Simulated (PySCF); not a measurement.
## Polarisability and C₆ of Ta³⁺ (tantalum, charge +3)

[Xe] 4f14 5d2, high-spin 3F determinant. Calculation: PySCF 2.14, in ANO-RCC-VTZP; scalar relativity by spin-free X2C-1e. Coupled (time-dependent) response in atomic units; α is the mean over directions. The basis has no added diffuse functions, which lowers α and C₆.

```
method  mean α (bohr³)  C₆ (like pair)  S(−4)
  PBE0           6.500           32.31  19.40
```

S(−4) is the Cauchy moment in α(ω) = α(0) + S(−4) ω² + …

Spin-orbit coupling is absent.

α(iu) at PBE0:

```json
{"u (hartree)": "0", "α(iu) (bohr³)": "6.500"}
{"u (hartree)": "0.0500", "α(iu) (bohr³)": "6.453"}
{"u (hartree)": "0.100", "α(iu) (bohr³)": "6.318"}
{"u (hartree)": "0.200", "α(iu) (bohr³)": "5.886"}
{"u (hartree)": "0.300", "α(iu) (bohr³)": "5.392"}
{"u (hartree)": "0.500", "α(iu) (bohr³)": "4.555"}
{"u (hartree)": "0.750", "α(iu) (bohr³)": "3.801"}
{"u (hartree)": "1.00", "α(iu) (bohr³)": "3.228"}
{"u (hartree)": "1.50", "α(iu) (bohr³)": "2.383"}
{"u (hartree)": "2.00", "α(iu) (bohr³)": "1.812"}
{"u (hartree)": "3.00", "α(iu) (bohr³)": "1.144"}
{"u (hartree)": "5.00", "α(iu) (bohr³)": "0.5885"}
```

For an ion, C₆ is the dispersion term alone; charge-induced terms of lower order in 1/R come first.

Spin-orbit coupling, absent here, splits the open shell strongly.
